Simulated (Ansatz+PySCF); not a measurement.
**singlet SF₆: levels of theory in one basis**

```xyz
7

S     0.0243    0.0435   -0.0043
F     1.5321   -0.0120   -0.0009
F    -1.5446   -0.0345    0.0028
F    -0.0106    1.6172    0.0324
F    -0.0453   -1.5864   -0.0203
F    -0.0121    0.0430    1.5582
F     0.0309   -0.0065   -1.6194
```

Basis set: def2-SVP (spherical functions). Left uncorrelated: 11 orbitals. Charge 0, multiplicity 1.

Computed with Ansatz (development build ahead of 0.2.0); each method stands on the lowest determinant of its kind that the runs found.

| method | E − E(RHF) (eV) | <S²> of the determinant |
| --- | --- | --- |
| RHF | 0.00 | 0.00 |

What does RHF-MP2 give on the same scale?

-35.04 eV.

Is a single determinant a sound starting point here?

By this sign, yes. Unrestricted orbitals gain 0.00 eV and <S²> is 0.00 against 0.00 for a pure state.
